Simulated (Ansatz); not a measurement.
Cost and result for the atomization energy of C₂H₄AlNS, SMILES `[NH2][Al]1[CH]=[C]1S` (9 atoms, 9 bonds).

Z-matrix (Å, degrees):
```
N
Al 1 1.754
H 1 1.006 2 124.8
H 1 1.006 2 124.7 3 180.0
C 2 1.838 1 160.5 3 180.0
C 2 1.863 1 155.9 3 0.0
H 5 1.088 2 163.3 1 0.0
S 6 1.731 2 165.4 1 -0.0
H 8 1.342 6 97.7 2 0.0
```

The species carries charge 0 and has multiplicity 1. Geometry: relaxed with PBE0-D4/def2-TZVP. It is one conformer, not always the lowest. Program: Ansatz. All runs use 2 threads of an Arm Neoverse V2 on a shared host. Times are those of one run each, without the atoms' runs, and a repeat can differ threefold. Electronic energies, without spin–orbit coupling; frozen cores. CCSD(T)/CBS adds CCSD(T) − MP2 in def2-TZVPP to the MP2 limit, and its time is that of the two runs behind it. T1 = 0.014. HSE06 is the plane-wave form, built on full-range PBE exchange.

CCSD(T)/CBS is a level of theory with its own doubt, some kJ/mol a heavy atom from the limit and from the frozen cores, so smaller differences don't rank the functionals.

```csv
level,functions,wall time
LDA (SPW92)/def2-TZVPP,233,1.5 s
revPBE-D4/def2-TZVPP,233,2.5 s
BLYP-D4/def2-TZVPP,233,2.5 s
PBE0-D4/def2-TZVPP,233,3.8 s
CCSD(T)/def2-SVP,98,3.8 s
BHLYP-D4/def2-TZVPP,233,4 s
HSE06-D4/def2-TZVPP,233,4 s
r2SCAN-D4/def2-TZVPP (with forces),233,6.5 s
PBE-QIDH/def2-TZVPP,233,7.5 s
ωB97X-V/def2-TZVPP,233,11 s
MP2/def2-QZVPP,431,23 s
CCSD(T)/def2-TZVPP,233,120 s
CCSD(T)/CBS(def2),–,2.3 min
```

Problem. What atomization energy does each give, and how far from CCSD(T)/CBS? (Estimate.)

Solution. The calculation gave: 
```
                             level  atomization (kJ/mol)  difference from CCSD(T)/CBS  per bond
            LDA (SPW92)/def2-TZVPP                3801.4                        542.7      60.3
              revPBE-D4/def2-TZVPP                3272.6                         13.9       1.5
                BLYP-D4/def2-TZVPP                3269.3                         10.6       1.2
                PBE0-D4/def2-TZVPP                3285.1                         26.4       2.9
                  CCSD(T)/def2-SVP                3028.6                       -230.1     -25.6
               BHLYP-D4/def2-TZVPP                3132.7                       -126.0     -14.0
               HSE06-D4/def2-TZVPP                3288.7                         30.0       3.3
r2SCAN-D4/def2-TZVPP (with forces)                3284.1                         25.4       2.8
               PBE-QIDH/def2-TZVPP                3244.7                        -14.0      -1.6
                ωB97X-V/def2-TZVPP                3275.1                         16.4       1.8
                    MP2/def2-QZVPP                3301.9                         43.2       4.8
                CCSD(T)/def2-TZVPP                3147.9                       -110.8     -12.3
                 CCSD(T)/CBS(def2)                3258.7                          0.0       0.0
```

From PBE to PBE0 (25 % exact exchange), in def2-TZVPP and without D4, the atomization energy moves by −82.2 kJ/mol: exact exchange takes away binding that semilocal exchange gives to molecules. At CCSD(T), def2-SVP lies −230.2 kJ/mol from the extrapolated value and def2-TZVPP −110.9 kJ/mol: correlation converges slowly with the basis, and small sets miss more of it in the bonded molecule than in its fragments. The D4 term adds +32.2 kJ/mol with B3LYP and +16.8 kJ/mol with PBE0; it sums over pairs of atoms, weighted by their polarisabilities, and B3LYP, whose exchange is more repulsive, gets the larger term.

B3LYP here is the variant with VWN-RPA as its local correlation; programs differ in this.
